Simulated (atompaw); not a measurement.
# Scattering properties, PAW (atompaw) potential for Sn (Z = 50)

tin, PAW, made with atompaw 4.2.0.5 (PBE, scalar-relativistic). Core [Kr] 4d10, reference 5s2 5p2. Waves: 5s (bound): rc 2.15 bohr; 5s channel at -0.15 Ry: rc 2.15 bohr; 5p (bound): rc 2.15 bohr; 5p channel at 3.2 Ry: rc 2.15 bohr. Local part: ultrasoft scheme with l = 2 at 0.5 Ry, radius 1.90 bohr. Core correction: smooth core density matched at 1.85 bohr. Augmentation charge: besselshape compensation charge, radius 2.05 bohr; PAW radius 2.15 bohr; waves and projectors: custom rrkj vanderbiltortho.

The phase is arctan(r·u′/u) with u = r·R(r), unwrapped; energies in Ry, scanned from -3 to 5 Ry. A pole is an energy at which the radial function vanishes at the test radius. The pseudo phase is shifted by a multiple of π to meet the all-electron one at the reference energy, and phase errors are pseudo minus all-electron; the curves can meet again beyond the range given. Levels narrower than the energy grid can be missing from the lists of poles.

Task: For each channel, where are the poles, and over which energies does the pseudopotential scatter like the atom?

Result:

```
channel  radius (bohr)  reference energy (Ry)  poles, all-electron  poles, pseudo  unbroken range about the reference energy with phases within 0.05 rad  phase error 1 Ry above the reference energy (rad)
      s           2.16                  -0.78                 2.40           2.39                                                        the whole range                                             -0.000
      p           2.16                  -0.27                 4.09     3.87, 4.36                                                              below 3.9                                             -0.004
```

Phases in the s channel:

```
E (Ry)  all-electron  pseudo
 -3.00         1.178   1.177
 -2.76         1.144   1.144
 -2.52         1.101   1.101
 -2.28         1.047   1.046
 -2.04         0.974   0.974
 -1.80         0.874   0.873
 -1.56         0.729   0.729
 -1.32         0.515   0.515
 -1.08         0.203   0.203
 -0.84        -0.192  -0.192
 -0.60        -0.571  -0.571
 -0.36        -0.856  -0.856
 -0.12        -1.049  -1.049
  0.12        -1.180  -1.180
  0.36        -1.273  -1.273
  0.60        -1.341  -1.341
  0.84        -1.393  -1.393
  1.08        -1.435  -1.435
  1.32        -1.469  -1.469
  1.56        -1.497  -1.497
  1.80        -1.522  -1.522
  2.04        -1.543  -1.544
  2.28        -1.562  -1.563
  2.52        -1.579  -1.580
  2.76        -1.595  -1.597
  3.00        -1.611  -1.612
  3.24        -1.625  -1.627
  3.48        -1.639  -1.642
  3.72        -1.653  -1.656
  3.96        -1.667  -1.671
  4.20        -1.681  -1.687
  4.44        -1.695  -1.702
  4.68        -1.711  -1.720
  4.92        -1.727  -1.739
```
